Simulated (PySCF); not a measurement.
## Nuclear quadrupole coupling in `[O-]c1ccc(F)cc1`

C6H4FO (charge -1).
Numbering: `[O-:1][c:2]1[cH:3][cH:4][c:5]([F:6])[cH:7][cH:8]1` (hydrogens: H9 on C3; H10 on C4; H11 on C7; H12 on C8)

Cartesian coordinates in Å at the GFN2-xTB level; atoms count from 1:
```xyz
12
C6H4FO angstrom
O     -2.701   -0.333    0.011
C     -1.452   -0.179    0.006
C     -0.533   -1.280   -0.001
C      0.830   -1.111   -0.009
C      1.358    0.168   -0.010
F      2.739    0.337   -0.019
C      0.535    1.280   -0.003
C     -0.828    1.112    0.005
H     -0.949   -2.281    0.000
H      1.500   -1.964   -0.013
H      0.978    2.270   -0.004
H     -1.476    1.982    0.011
```

Field gradients from the PBE0/pcSseg-1 density (PySCF, non-relativistic), principal values in atomic units, ordered |Vxx| ≤ |Vyy| ≤ |Vzz|:

```csv
atom,Vxx,Vyy,Vzz
O1,0.2505,1.2276,-1.4781
```

Problem. Find the asymmetry η = (Vxx − Vyy)/Vzz and the couplings χ = eQV/h (234.96 MHz × Q in barn × V in au), with Q(17O) = −0.0256 b.

Solution. 
```
atom       environment  nucleus     η  χzz (MHz)  χxx (MHz)  χyy (MHz)
  O1  aryloxide oxygen      17O  0.66       8.89      -1.51      -7.38
```

The tensor is traceless: Vxx + Vyy + Vzz = 0.

Problem. What is Vzz at O1 in SI units (1 au = 9.71736 × 10²¹ V/m²)?

Solution. -1.4781 au = -14.363 × 10²¹ V/m².

Problem. And the gradient at the other heavy atoms, for which no coupling is worked out here?

Solution. 
| atom | environment | Vzz (au) | η |
| --- | --- | --- | --- |
| C2 | aromatic carbon bearing oxygen | 0.382 | 0.09 |
| C3 | aromatic CH carbon | 0.157 | 0.70 |
| C4 | aromatic CH carbon | 0.232 | 0.67 |
| C5 | aromatic C–F carbon | 0.574 | 0.33 |
| F6 | aryl fluorine | 2.969 | 0.00 |
| C7 | aromatic CH carbon | 0.232 | 0.67 |
| C8 | aromatic CH carbon | 0.157 | 0.70 |

Were the hydrogens deuterons (Q(2H) = 0.00286 b), χzz would run from 221 kHz (H10 and H11) to 224 kHz (H12 and H9).

Geometry: GFN2-xTB; no solvent, vibrations or thermal averaging. The pcSseg-1 basis has no diffuse functions, a weakness for an anion. GFN2-xTB bond lengths can be off by several hundredths of an ångström, more for odd bonds, and the gradients follow them. With so small a basis the couplings can be 20 % off.
